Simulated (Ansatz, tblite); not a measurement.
Forces on GaSb₂ at its r2SCAN-D4/def2-TZVP geometry. Total charge 0; doublet.

In the def2 sets Sb takes a core potential; there is no spin–orbit coupling. The xTB rows come from tblite. At PBE-D4/def2-TZVP the charge 0 doublet is spin-contaminated (final ⟨S²⟩ up to 1.45, 0.75 for a pure state). Another isomer (doublet) lies 1.16 eV lower at PBE0-D4/def2-TZVP; other spin states weren't run for this one.

GFN1-xTB (tblite), largest force 0.71 eV/Å:

```xyz
3
positions Å, forces eV/Å
Ga   -0.013   -0.011    0.001    0.541    0.463   -0.062
Sb    1.880    1.607   -0.216   -0.063   -0.054    0.007
Sb   -1.868   -1.596    0.215   -0.479   -0.409    0.055
```

GFN2-xTB (tblite), largest force 0.98 eV/Å:

```
Ga 0.340 0.290 -0.039
Sb 0.400 0.342 -0.046
Sb -0.740 -0.633 0.085
```

PBE-D4/def2-TZVP (Ansatz), largest force 0.26 eV/Å:

```
Ga 0.124 0.106 -0.014
Sb 0.074 0.063 -0.008
Sb -0.198 -0.169 0.023
```
